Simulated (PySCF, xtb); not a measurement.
C₂H₅FN₂Si, SMILES N[Si@@H]1C=N[C@@H]1F.

GFN2-xTB (xtb) at its own geometry gives an orbital gap of 2.66 eV and a dipole moment of 4.50 D.

Coordinates come from a B3LYP-D3(BJ)/def2-SVP optimisation. The structure was generated by enumeration; whether it is a known compound was not checked. Other conformers were not sampled.

Problem. What does PBE/def2-TZVP (PySCF) give? (An estimate is asked for; the answer gives what the named calculation found.)

Solution. gap 3.45 eV (levels -5.68 and -2.22 eV), dipole 3.13 D.
